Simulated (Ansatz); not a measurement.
```yaml
crystal:
  periodic: [false, false, false]
  atoms:
    - {symbol: N, position_ang: [-1.332144, -0.505675, 2.474714]}
    - {symbol: Y, position_ang: [-0.350590, -0.130219, 0.616001]}
    - {symbol: O, position_ang: [0.489392, -1.732211, -0.368413]}
    - {symbol: Si, position_ang: [1.177132, -2.955371, -1.184521]}
    - {symbol: O, position_ang: [-0.282057, 1.813893, -0.060022]}
    - {symbol: Si, position_ang: [-0.194188, 3.328116, -0.638569]}
    - {symbol: H, position_ang: [-1.781729, 0.176545, 3.073812]}
    - {symbol: H, position_ang: [-1.439154, -1.401462, 2.935919]}
    - {symbol: H, position_ang: [0.457545, -3.212742, -2.465023]}
    - {symbol: H, position_ang: [2.599494, -2.647929, -1.510500]}
    - {symbol: H, position_ang: [1.154131, -4.214382, -0.385787]}
    - {symbol: H, position_ang: [-1.434420, 3.683566, -1.386450]}
    - {symbol: H, position_ang: [-0.024771, 4.314230, 0.467079]}
    - {symbol: H, position_ang: [0.961370, 3.483641, -1.568260]}
basis:
  gaussian: {orbitals: def2-mTZVPP}
hamiltonian: {xc: {name: CCSD(T)}}
```

```sh
$ ansatz run in.yaml --threads 2 --pin off --events-out ev --progress --plain --max-ram 22528MiB --backend cpu
```

Output, abridged:

```
Error: YAML parse error: error: line 20 column 19: hamiltonian.xc: no functional is named "CCSD(T)"; the names, which are not case-sensitive, are SVWN5, SPW92, PBE, PBE0, PBEsol, revPBE, revPBE0, RPBE, rPW86-PBE, HSE06, wPBEh, LC-wPBE, HISS, HF, BLYP, B3LYP, B3LYP5, BHLYP, CAM-B3LYP, r2SCAN, r2SCANh, r2SCAN0, r2SCAN50, m-r2SCAN, B97, wB97, wB97X, wB97X-V, B97M-V, wB97M-V, B2PLYP, B2GP-PLYP, PBE0-DH, PBE-QIDH
18 | basis:
19 |   gaussian: {orbitals: def2-mTZVPP}
20 | hamiltonian: {xc: {name: CCSD(T)}}
```

What is wrong with this run?

The method's name isn't one that the program takes here. The input was rejected before any iteration.

HSE06 is defined as in plane-wave codes.
